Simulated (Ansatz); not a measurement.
```yaml
atoms:
  - { symbol: Mg, position_ang: [-0.8620, -0.8620, -0.8620] }
  - { symbol: O, position_ang: [-0.9375, -0.9375, 0.9375] }
  - { symbol: O, position_ang: [-0.9375, 0.9375, -0.9375] }
  - { symbol: Mg, position_ang: [-0.8620, 0.8620, 0.8620] }
  - { symbol: O, position_ang: [0.9375, -0.9375, -0.9375] }
  - { symbol: Mg, position_ang: [0.8620, -0.8620, 0.8620] }
  - { symbol: Mg, position_ang: [0.8620, 0.8620, -0.8620] }
  - { symbol: O, position_ang: [0.9375, 0.9375, 0.9375] }
```

Basis set: cc-pVDZ (spherical functions). Correlated methods keep 8 orbitals frozen. Charge 0, multiplicity 1.

Computed with Ansatz (development build ahead of 0.2.0); each method stands on the lowest determinant of its kind that the runs found. Restricted open shells among the atoms or ions are ROHF, correlated in semicanonical orbitals with singles.

Question: Give the atomization energy at this shape (free ground-state atoms in the same class of orbitals less the molecule, no zero-point energy) of singlet Mg4O4 by RHF-MP2, RHF.

Answer:

```json
{"method": "RHF-MP2", "atomization energy": "25.33 eV"}
{"method": "RHF", "atomization energy": "15.28 eV"}
```

Caution: no unrestricted run beside it, a lower state can exist; the shape is not the minimum.
